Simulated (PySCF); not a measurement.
An unknown is described by computed data only.

Formula: C8H8O2.

| Property | Result |
| --- | --- |
| Rotational structure | rotational constants A, B, C: 2.230, 1.215, 0.790 GHz [PBE0-D3(BJ)/def2-SVP] |
| Valence photoelectron | vertical ionisation energy: 9.09 eV [ΔSCF B3LYP/def2-SVPD] |
| 1H NMR | chemical shifts (computed TMS as zero) by class: 8.29 (1 H), 7.41 (1 H), 7.25 (1 H), 7.25 (1 H), 5.67 (1 H), 2.79 (3 H) ppm [GIAO B3LYP/pcSseg-1] |
| 13C NMR | chemical shifts (computed TMS as zero) by class: 170.6 (1 C), 152.9 (1 C), 139.4 (1 C), 138.9 (1 C), 137.8 (1 C), 131.2 (1 C), 129.9 (1 C), 26.8 (1 C) ppm [GIAO B3LYP/pcSseg-1] |
| NMR, other nuclei | isotropic shieldings of nuclei other than C and H, by class: -100 (1 O), 123 (1 O) ppm [GIAO B3LYP/pcSseg-1] |
| Dipole | 1.68 D [B3LYP/def2-SVPD] |

Gas-phase values; electronic properties from PySCF, density fitting. Levels stand in brackets. Geometry: PBE0-D3(BJ)/def2-SVP, one conformer, isolated molecule. Each NMR value is the plain mean over a class of atoms that symmetry, rotation or inversion makes alike.

Task: What is the compound? Reason from the data.

Result: Numbering: `[CH3:1][c:2]1[cH:3][cH:4][cH:5][cH:6][c:7]1[C:8](=[O:9])[OH:10]`. Its formula, C8H8O2, gives 5 degrees of unsaturation: 1 ring and 4 π bonds in the structure found (Kekulé form). 8 carbons fall into 8 classes; from least to most shielded: carboxylic acid carbon [C8] (170.6 ppm), substituted aromatic carbon [C2] (152.9 ppm), aromatic CH carbon [C4] (139.4 ppm), aromatic CH carbon [C6] (138.9 ppm), aromatic CH carbon [C3] (137.8 ppm), aromatic CH carbon [C5] (131.2 ppm), substituted aromatic carbon [C7] (129.9 ppm), benzylic-type carbon [C1] (26.8 ppm). Hydrogen classes from least to most shielded: 1 H on an aromatic CH carbon, C6 (8.29 ppm), 1 H on an aromatic CH carbon, C4 (7.41 ppm), 1 H on an aromatic CH carbon, C5 (7.25 ppm), 1 H on an aromatic CH carbon, C3 (7.25 ppm), 1 H on an acid hydroxyl oxygen, O10 (5.67 ppm), 3 H on a benzylic-type carbon, C1 (2.79 ppm, a mean of values up to 1.2 ppm apart in this geometry). The other shieldings belong to: -100 ppm, acid carbonyl oxygen [O9]; 123 ppm, acid hydroxyl oxygen [O10]. The first electron is taken from the HOMO, whose largest Löwdin shares are 0.22 on an aromatic CH carbon, 0.21 on a substituted aromatic carbon, 0.14 on an aromatic CH carbon and 0.12 on an aromatic CH carbon. By its constants the optimised geometry is an asymmetric top. Structure: o-toluic acid, `Cc1ccccc1C(=O)O`. Computed isomers that give other values at the same levels: `c1ccc2c(c1)OCCO2` (13C chemical shifts (computed TMS as zero) by class: 149.5 (2 C), 126.6 (2 C), 122.8 (2 C), 66.0 (2 C) ppm); `C#C/C=C/C(=O)C(=C)OC` (rotational constant A: 2.684 GHz; this holds for the one conformer computed); `O=C(O)C1=CC=CCC=C1` (rotational constant A: 2.807 GHz; this holds for the one conformer computed). The assignments are read from this structure; whether some other isomer fits the data as well wasn't checked.

Conformer computed: `[CH3:1][c:2]1[cH:3][cH:4][cH:5][cH:6][c:7]1[C:8](=[O:9])[OH:10]`: C6–C7–C8–O9 180°, H–O10–C8–C7 180°.
